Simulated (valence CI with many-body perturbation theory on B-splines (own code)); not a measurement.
# E1 transitions of Tc XXXVIII

Level of theory: relativistic CI+MBPT: four valence electrons over a frozen Dirac-Fock core [He], radial functions for each j: 11 s, 11 p, 9 d, 7 f, 5 g, 2 h, 1 i, with the one-electron correlation potential Σ1 (screened to all orders), the two-electron term Σ2, the three-electron term Σ3, Breit, model QED; selected single and double excitations, second order for the rest (own B-spline code, finite nucleus).

No measured spectrum was set against this ion. As an estimate, large intervals hold to a few tenths of a per cent, small ones and those within an open d or f shell to about a per cent. Among the levels kept, up to 290 cm⁻¹ of a level comes from second order outside the variational space, and about a tenth of that is noise between levels of different J, which matters for small intervals.

Lines 51 to 100 of 235 in falling wavelength, among levels below 251.93 Ry, chosen from the strongest by gf and those to the six lowest levels. Wavelengths and rates use the calculated energies. Electric multipoles are in the length gauge, E1 and E2 with the static RPA response of the core. Weak lines are less certain than strong ones. Lines between different terms over intervals too small for the method are left out, as are lines whose strength nearly cancels. The highest levels of a list are the least certain.

Levels are named by their leading jj configuration (3d3/2^4 stands for four electrons in 3d with j = 3/2), which in mixed levels can hold well under half, so a name can repeat and another be missing. Letters in brackets count levels of one name in rising energy.

```
λ vac (nm)                           Upper                       Lower   A (s⁻¹)  S (a.u.)
     5.090      (2s 2p1/2 2p3/2^2) J=2 [a]      (2s^2 2p1/2 2p3/2) J=1  4.30e+10  1.40e-02
     4.838          (2s 2p1/2 2p3/2^2) J=3      (2s^2 2p1/2 2p3/2) J=2  3.38e+10  1.32e-02
     4.673             (2p1/2 2p3/2^3) J=1  (2s 2p1/2 2p3/2^2) J=1 [b]  1.20e+11  1.82e-02
     4.462  (2s 2p1/2 2p3/2 3p3/2) J=3 [c]      (2s^2 2p1/2 3p3/2) J=2  1.26e+11  3.86e-02
     4.439                (2s 2p3/2^3) J=2          (2s^2 2p3/2^2) J=2  1.66e+11  3.59e-02
     4.408  (2s 2p1/2 2p3/2 3p3/2) J=2 [c]      (2s^2 2p1/2 3p3/2) J=1  1.49e+11  3.16e-02
     4.403  (2s 2p1/2 2p3/2 3d3/2) J=3 [c]      (2s^2 2p1/2 3d3/2) J=2  1.03e+11  3.04e-02
     4.399                   (2p3/2^4) J=0            (2s 2p3/2^3) J=1  5.47e+11  2.30e-02
     4.381  (2s 2p1/2 2p3/2 3p1/2) J=2 [c]      (2s^2 2p1/2 3p1/2) J=1  1.30e+11  2.70e-02
     4.375           (2p1/2^2 2p3/2^2) J=2      (2s 2p1/2^2 2p3/2) J=1  8.99e+10  1.86e-02
     4.359  (2s 2p1/2 2p3/2 3p1/2) J=1 [b]      (2s^2 2p1/2 3p1/2) J=1  1.79e+11  2.20e-02
     4.343             (2p1/2 2p3/2^3) J=2  (2s 2p1/2 2p3/2^2) J=2 [b]  2.06e+11  4.17e-02
     4.340  (2s 2p1/2 2p3/2 3p1/2) J=1 [c]      (2s^2 2p1/2 3p1/2) J=0  1.57e+11  1.90e-02
     4.332     (2s 2p1/2 2p3/2 3s) J=2 [c]         (2s^2 2p1/2 3s) J=1  1.34e+11  2.68e-02
     4.324  (2s 2p1/2 2p3/2 3p3/2) J=2 [d]      (2s^2 2p1/2 3p3/2) J=2  1.76e+11  3.51e-02
     4.323  (2s 2p1/2 2p3/2 3d3/2) J=2 [c]      (2s^2 2p1/2 3d3/2) J=2  1.49e+11  2.97e-02
     4.297     (2s 2p1/2 2p3/2 3s) J=1 [c]         (2s^2 2p1/2 3s) J=1  1.52e+11  1.79e-02
     4.283  (2s 2p1/2 2p3/2 3p3/2) J=1 [c]      (2s^2 2p1/2 3p3/2) J=1  1.44e+11  1.68e-02
     4.273  (2s 2p1/2 2p3/2 3d3/2) J=1 [c]      (2s^2 2p1/2 3d3/2) J=2  2.27e+11  2.63e-02
     4.254  (2s 2p1/2 2p3/2 3p3/2) J=1 [d]      (2s^2 2p1/2 3p3/2) J=2  1.95e+11  2.22e-02
     4.249                (2s 2p3/2^3) J=1          (2s^2 2p3/2^2) J=0  9.19e+10  1.04e-02
     4.193          (2s 2p1/2 2p3/2^2) J=0      (2s^2 2p1/2 2p3/2) J=1  1.58e+11  5.76e-03
     4.186          (2s 2p1/2^2 2p3/2) J=1          (2s^2 2p1/2^2) J=0  1.67e+11  1.81e-02
     4.102      (2s 2p1/2 2p3/2^2) J=2 [b]      (2s^2 2p1/2 2p3/2) J=2  2.64e+11  4.49e-02
     4.061      (2s 2p1/2 2p3/2^2) J=1 [a]      (2s^2 2p1/2 2p3/2) J=1  2.50e+11  2.48e-02
     4.020      (2s 2p1/2 2p3/2^2) J=1 [b]      (2s^2 2p1/2 2p3/2) J=2  2.77e+11  2.66e-02
     3.937      (2s 2p1/2 2p3/2^2) J=2 [b]      (2s^2 2p1/2 2p3/2) J=1  9.98e+09  1.50e-03
     3.861      (2s 2p1/2 2p3/2^2) J=1 [b]      (2s^2 2p1/2 2p3/2) J=1  2.96e+10  2.53e-03
     3.854                (2s 2p3/2^3) J=1          (2s^2 2p3/2^2) J=2  3.48e+11  2.95e-02
     3.727           (2p1/2^2 2p3/2^2) J=2      (2s 2p1/2^2 2p3/2) J=2  1.08e+11  1.38e-02
     3.069                (2s 2p3/2^3) J=2      (2s^2 2p1/2 2p3/2) J=2  9.08e+09  6.47e-04
     2.945      (2s 2p1/2 2p3/2^2) J=1 [a]          (2s^2 2p1/2^2) J=0  1.02e+10  3.86e-04
     2.839      (2s 2p1/2 2p3/2^2) J=1 [b]          (2s^2 2p1/2^2) J=0  9.98e+09  3.38e-04
     2.701                (2s 2p3/2^3) J=1      (2s^2 2p1/2 2p3/2) J=1  2.01e+10  5.87e-04
    0.4350          (2s^2 2p1/2 3p3/2) J=1      (2s 2p1/2^2 2p3/2) J=2  1.53e+12  1.87e-04
    0.4334             (2s 2p3/2^2 3s) J=2            (2s 2p3/2^3) J=2  1.60e+13  3.22e-03
    0.4326             (2s^2 2p3/2 3s) J=1          (2s^2 2p3/2^2) J=0  7.08e+12  8.49e-04
    0.4299     (2s 2p1/2 2p3/2 3s) J=2 [b]      (2s 2p1/2 2p3/2^2) J=3  1.23e+13  2.41e-03
    0.4296             (2s^2 2p1/2 3s) J=1      (2s^2 2p1/2 2p3/2) J=2  1.42e+13  1.67e-03
    0.4296     (2s 2p1/2 2p3/2 3s) J=1 [a]  (2s 2p1/2 2p3/2^2) J=2 [a]  1.62e+13  1.90e-03
    0.4295             (2s 2p1/2^2 3s) J=1      (2s 2p1/2^2 2p3/2) J=2  1.41e+13  1.65e-03
    0.4290             (2s^2 2p3/2 3s) J=2          (2s^2 2p3/2^2) J=2  7.61e+12  1.48e-03
    0.4282             (2s^2 2p3/2 3s) J=1          (2s^2 2p3/2^2) J=2  1.65e+13  1.92e-03
    0.4281             (2s^2 2p1/2 3s) J=0      (2s^2 2p1/2 2p3/2) J=1  1.85e+13  7.14e-04
    0.4277             (2s^2 2p1/2 3s) J=1      (2s^2 2p1/2 2p3/2) J=1  2.97e+12  3.44e-04
    0.4270          (2s^2 2p1/2 3d5/2) J=2          (2s^2 2p3/2^2) J=2  2.06e+12  3.97e-04
    0.4197  (2s 2p1/2 2p3/2 3d5/2) J=2 [a]  (2s 2p1/2 2p3/2^2) J=1 [a]  1.92e+13  3.50e-03
    0.4183  (2s 2p1/2 2p3/2 3d5/2) J=1 [a]  (2s 2p1/2 2p3/2^2) J=1 [a]  1.52e+13  1.65e-03
    0.4183  (2s 2p1/2 2p3/2 3d5/2) J=2 [b]  (2s 2p1/2 2p3/2^2) J=1 [b]  1.32e+13  2.39e-03
    0.4174  (2s 2p1/2 2p3/2 3d5/2) J=2 [b]  (2s 2p1/2 2p3/2^2) J=2 [b]  1.97e+13  3.54e-03
```
